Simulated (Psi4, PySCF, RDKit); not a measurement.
Torsional profile of SMILES CC(C)(C)C[SiH2]S (C5H14SSi). Scanned: dihedral C5–Si6–S7–H21; all other coordinates were relaxed at GFN2-xTB. Points at φ and −φ are mirror images. Heavy atoms are numbered in the order of the SMILES CC(C)(C)C[SiH2]S, hydrogens after them in the order of the atoms that carry them; the mirror image has the same energies with the sign of each dihedral reversed.

Levels: UFF // GFN2-xTB (RDKit); RKS-BP86/6-31G* = restricted BP86/6-31G*, spherical d, density fitting // GFN2-xTB in PySCF; MMFF94 // GFN2-xTB (RDKit); PBE-D3(BJ)/def2-SVP // GFN2-xTB (Psi4).

Energies relative to the lowest point of each profile, in kcal/mol; the last columns give the difference from PBE-D3(BJ):

| φ / ° | UFF | RKS-BP86/6-31G* | MMFF94 | PBE-D3(BJ)/def2-SVP | UFF − PBE-D3(BJ)/def2-SVP | RKS-BP86/6-31G* − PBE-D3(BJ)/def2-SVP | MMFF94 − PBE-D3(BJ)/def2-SVP |
|---|---|---|---|---|---|---|---|
| -160 | 0.36 | 0.34 | 0.17 | 0.31 | 0.05 | 0.03 | -0.15 |
| -140 | 0.73 | 0.70 | 0.51 | 0.70 | 0.03 | 0.00 | -0.18 |
| -120 | 0.90 | 0.89 | 0.72 | 0.89 | 0.01 | 0.00 | -0.17 |
| -100 | 0.61 | 0.64 | 0.62 | 0.64 | -0.03 | 0.00 | -0.02 |
| -80 | 0.20 | 0.17 | 0.49 | 0.17 | 0.04 | 0.00 | 0.32 |
| -60 | 0.00 | 0.00 | 0.49 | 0.00 | 0.00 | 0.00 | 0.49 |
| -40 | 0.16 | 0.36 | 0.71 | 0.33 | -0.18 | 0.02 | 0.38 |
| -20 | 0.51 | 1.01 | 1.03 | 0.92 | -0.41 | 0.09 | 0.11 |
| 0 | 0.70 | 1.35 | 1.17 | 1.24 | -0.54 | 0.11 | -0.07 |
| 20 | 0.51 | 1.01 | 1.03 | 0.92 | -0.41 | 0.09 | 0.11 |
| 40 | 0.16 | 0.36 | 0.71 | 0.33 | -0.18 | 0.02 | 0.38 |
| 60 | 0.00 | 0.00 | 0.49 | 0.00 | 0.00 | 0.00 | 0.49 |
| 80 | 0.20 | 0.17 | 0.49 | 0.17 | 0.04 | 0.00 | 0.32 |
| 100 | 0.61 | 0.64 | 0.62 | 0.64 | -0.03 | 0.00 | -0.02 |
| 120 | 0.90 | 0.89 | 0.72 | 0.89 | 0.01 | 0.00 | -0.17 |
| 140 | 0.73 | 0.70 | 0.51 | 0.70 | 0.03 | 0.00 | -0.18 |
| 160 | 0.36 | 0.34 | 0.17 | 0.31 | 0.05 | 0.03 | -0.15 |
| 180 | 0.17 | 0.19 | 0.00 | 0.15 | 0.01 | 0.04 | -0.15 |

UFF is furthest from PBE-D3(BJ)/def2-SVP at 0 (-0.54 kcal/mol, below); its mean absolute difference over the points is 0.11 kcal/mol.

RKS-BP86/6-31G* is furthest from PBE-D3(BJ)/def2-SVP at 0 (0.11 kcal/mol, above); its mean absolute difference over the points is 0.02 kcal/mol.

MMFF94 is furthest from PBE-D3(BJ)/def2-SVP at -60 (0.49 kcal/mol, above); its mean absolute difference over the points is 0.22 kcal/mol.

MMFF94 has few fitted parameters for silicon.
